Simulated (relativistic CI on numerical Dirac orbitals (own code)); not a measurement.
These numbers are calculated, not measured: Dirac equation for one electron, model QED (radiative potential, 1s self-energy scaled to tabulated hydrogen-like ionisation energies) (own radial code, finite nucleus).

Configurations in the expansion: 1s, 2s, 2p, 3s, 3p, 3d, 4s, 4p, 4d, 4f, 5s, 5p, 5d, 5f, 5g, 6s, 6p, 6d. Levels of other configurations are missing.

Outline of the computed level scheme of Al XIII. Lowest level of each configuration: 1s 2S_1/2 at 0.00 eV; 2p 2P°_1/2 at 1727.69 eV; 2s 2S_1/2 at 1727.74 eV; 3p 2P°_1/2 at 2048.08 eV; 3s 2S_1/2 at 2048.10 eV; 3d 2D_3/2 at 2048.47 eV; 4p 2P°_1/2 at 2160.17 eV; 4s 2S_1/2 at 2160.18 eV; 4d 2D_3/2 at 2160.33 eV.

Some strong electric-dipole decays among the lowest 14 levels: 2p 2P°_1/2 → 1s 2S_1/2 (1.8e+13 s⁻¹); 2p 2P°_3/2 → 1s 2S_1/2 (1.8e+13 s⁻¹); 3p 2P°_3/2 → 1s 2S_1/2 (4.8e+12 s⁻¹); 3p 2P°_1/2 → 1s 2S_1/2 (4.8e+12 s⁻¹); 4p 2P°_3/2 → 1s 2S_1/2 (1.9e+12 s⁻¹); 4p 2P°_1/2 → 1s 2S_1/2 (1.9e+12 s⁻¹); 3d 2D_5/2 → 2p 2P°_3/2 (1.8e+12 s⁻¹); 3d 2D_3/2 → 2p 2P°_1/2 (1.5e+12 s⁻¹).
